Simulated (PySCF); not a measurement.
SMILES SS, PBE0/def2-SVP optimised geometry.

```
4

S     -0.94    -0.67     0.00
S      1.13    -0.67     0.00
H     -1.13     0.67     0.00
H      1.33    -0.69    -1.34
```

Density from PBE0/def2-TZVP in PySCF at that geometry.

Minimum of the electron density along straight lines between bonded atoms, close to the bond critical point (lines longer than 1.1 times the sum of covalent radii, or with two minima, are not listed):

```json
[
 {"bond": "S1–S2", "length / Å": "2.073", "ρ at the minimum / e bohr⁻³": "[?]", "∇²ρ there / e bohr⁻⁵": "[?]", "position (fraction from the first atom)": "0.50"},
 {"bond": "S1–H3", "length / Å": "1.356", "ρ at the minimum / e bohr⁻³": "0.214", "∇²ρ there / e bohr⁻⁵": "-0.61", "position (fraction from the first atom)": "0.65"},
 {"bond": "S2–H4", "length / Å": "1.356", "ρ at the minimum / e bohr⁻³": "0.214", "∇²ρ there / e bohr⁻⁵": "-0.61", "position (fraction from the first atom)": "0.65"}
]
```

Fill in the missing entries.


- S1–S2, ρ at the minimum / e bohr⁻³: 0.145
- S1–S2, ∇²ρ there / e bohr⁻⁵: -0.13
